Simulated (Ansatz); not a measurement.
A nudged elastic band was laid between two geometries of BrCl2HZn (5 atoms, charge 0, multiplicity 1).

Computed with RKS PBE0/def2-SVP in Ansatz.

```json
{"movable images": "9", "climbing image": "yes", "spring": "5.0 eV/Å²", "optimiser": "quadratic models (default)", "start path": "through a guess of the saddle point", "force threshold": "0.05 eV/Å", "iteration limit": "58", "end points": "relaxed"}
```

Image 0:

```xyz
5
Properties=species:S:1:pos:R:3
Zn -0.030 0.000 0.127
Cl 0.522 0.000 2.201
Cl 0.152 0.000 -1.977
Br -2.732 0.000 0.895
H -1.959 0.000 2.110
```

Image 10:

```xyz
5
Properties=species:S:1:pos:R:3
Zn -0.904 0.000 -0.267
Cl 0.217 0.000 2.152
Cl 0.662 0.000 -1.687
Br -2.999 0.000 0.614
H -1.022 0.000 2.544
```

(1) What changes between the two ends?

(2) What energy profile does the band end with?

(3) What is the geometry of the highest image?

(4) What are the harmonic wavenumbers there?

Results:

(1) Bonds broken: Zn1–Cl2, Br4–H5. Bonds formed: Zn1–Br4, Cl2–H5.

(2) The forces met the threshold. The highest image is number 4 of 0 to 10, 2.7 kcal/mol above the first end and 7.0 kcal/mol above the last; the last end lies 4.4 kcal/mol below the first. A vibrational analysis at the climbing image gives one clearly imaginary mode, 304i cm⁻¹: a first-order saddle point. The orbitals stay closed-shell, which can raise the energy where a bond breaks towards radicals; this wasn't checked here.

```json
{"image": "0", "path coordinate (Å)": "0.00", "energy (kcal/mol)": "0.0", "Zn1–Cl2 (Å)": "2.15", "Br4–H5 (Å)": "1.44", "Zn1–Br4 (Å)": "2.81"}
{"image": "1", "path coordinate (Å)": "0.19", "energy (kcal/mol)": "0.2", "Zn1–Cl2 (Å)": "2.16", "Br4–H5 (Å)": "1.45", "Zn1–Br4 (Å)": "2.78"}
{"image": "2", "path coordinate (Å)": "0.38", "energy (kcal/mol)": "0.8", "Zn1–Cl2 (Å)": "2.19", "Br4–H5 (Å)": "1.48", "Zn1–Br4 (Å)": "2.71"}
{"image": "3", "path coordinate (Å)": "0.58", "energy (kcal/mol)": "1.9", "Zn1–Cl2 (Å)": "2.23", "Br4–H5 (Å)": "1.53", "Zn1–Br4 (Å)": "2.61"}
{"image": "4", "path coordinate (Å)": "0.77", "energy (kcal/mol)": "2.7", "Zn1–Cl2 (Å)": "2.28", "Br4–H5 (Å)": "1.64", "Zn1–Br4 (Å)": "2.51"}
{"image": "5", "path coordinate (Å)": "0.96", "energy (kcal/mol)": "1.5", "Zn1–Cl2 (Å)": "2.36", "Br4–H5 (Å)": "1.80", "Zn1–Br4 (Å)": "2.43"}
{"image": "6", "path coordinate (Å)": "1.15", "energy (kcal/mol)": "-0.9", "Zn1–Cl2 (Å)": "2.46", "Br4–H5 (Å)": "1.99", "Zn1–Br4 (Å)": "2.37"}
{"image": "7", "path coordinate (Å)": "1.34", "energy (kcal/mol)": "-2.7", "Zn1–Cl2 (Å)": "2.55", "Br4–H5 (Å)": "2.17", "Zn1–Br4 (Å)": "2.32"}
{"image": "8", "path coordinate (Å)": "1.53", "energy (kcal/mol)": "-3.8", "Zn1–Cl2 (Å)": "2.62", "Br4–H5 (Å)": "2.35", "Zn1–Br4 (Å)": "2.30"}
{"image": "9", "path coordinate (Å)": "1.71", "energy (kcal/mol)": "-4.3", "Zn1–Cl2 (Å)": "2.66", "Br4–H5 (Å)": "2.55", "Zn1–Br4 (Å)": "2.28"}
{"image": "10", "path coordinate (Å)": "1.90", "energy (kcal/mol)": "-4.4", "Zn1–Cl2 (Å)": "2.67", "Br4–H5 (Å)": "2.76", "Zn1–Br4 (Å)": "2.27"}
```

(3) 
```xyz
5
Properties=species:S:1:pos:R:3
Zn -0.414 0.000 0.025
Cl 0.204 0.000 2.224
Cl 0.358 0.000 -1.943
Br -2.729 0.000 1.006
H -1.464 0.000 2.044
```

(4) 304i, 88, 89, 185, 310, 434, 536, 619, 1170 cm⁻¹.

Run time: 2.4 min on 2 threads of Intel(R) Xeon(R) 6975P-C (Granite Rapids) (shared host), peak memory 0.29 GiB.
